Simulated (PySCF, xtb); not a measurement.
N-methylmethanimine (C₂H₅N), SMILES C=NC.

xtb 6.7.1 with GFN2-xTB at its own geometry gives an orbital gap of 3.72 eV and a dipole moment of 1.44 D.

The structure is a stationary point at PBE0-D3(BJ)/def2-TZVP.

Problem. What does PySCF with PBE/def2-TZVPD give? (The exact figures need the calculation; the answer reports its results.)

Solution. gap 4.42 eV (levels -5.91 and -1.49 eV), dipole 1.40 D.
